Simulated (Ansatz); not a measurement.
System: C5H10O (charge 0, singlet). 
Structure (B3LYP-D3(BJ)/def2-TZVP (Ansatz, an electronic-structure program) minimum search):
```
C
O 1 1.2093
C 1 1.5187 2 121.92
H 3 1.0957 1 107.60 2 123.90
H 3 1.0957 4 105.00 1 -114.39
C 1 1.5187 2 121.92 3 180.00
H 6 1.0957 1 107.60 2 123.90
H 6 1.0957 7 105.00 1 -114.39
C 3 1.5209 4 111.14 5 -120.24
H 9 1.0898 3 110.93 4 178.73
H 9 1.0899 10 107.24 3 -121.28
H 9 1.0908 10 108.49 11 -116.99
C 6 1.5209 7 111.14 8 -120.24
H 13 1.0898 6 110.93 7 178.73
H 13 1.0899 14 107.24 6 -121.28
H 13 1.0908 14 108.49 15 -116.99
```
Charge 0, spin multiplicity 1.

PBE beside other levels, property by property. Correlated levels leave the core frozen unless marked. Open shells are spin-unrestricted. Spin-orbit coupling is left out. No relativistic terms. Basis-set limits of correlation are two-point, X^-3; Hartree-Fock from the larger set. The bracket is a focal-point correction in the basis named. Vertical energies are electronic, to the SCF solution reached for that spin. The coupled-cluster column (Ansatz) is a level with limits of its own: RI-MP2/CBS(aug-cc-pVTZ,aug-cc-pVQZ)+[CCSD(T)-MP2]/aug-cc-pVTZ.

```json
[
 {"property": "vertical ionisation energy to the doublet (eV)", "r2SCAN-D4/def2-TZVPD (Ansatz + dftd4)": "9.11", "PBE0/def2-TZVPD (Ansatz)": "9.25", "CCSD(T)/aug-cc-pVTZ (Ansatz)": "9.51", "coupled cluster": "9.62"},
 {"property": "vertical triplet-singlet gap (eV)", "r2SCAN-D4/def2-TZVPD (Ansatz + dftd4)": "3.77", "PBE0/def2-TZVPD (Ansatz)": "3.87", "CCSD(T)/aug-cc-pVTZ (Ansatz)": "4.26", "coupled cluster": "4.30"}
]
```

Problem. What does PBE/def2-TZVPD (Ansatz) give for each property, and on which side of coupled cluster does it fall?

Solution. 
- vertical ionisation energy to the doublet: PBE lies 0.55 eV below coupled cluster; PBE gives 9.07 eV.
- vertical triplet-singlet gap: PBE lies 0.42 eV below coupled cluster; PBE gives 3.88 eV.
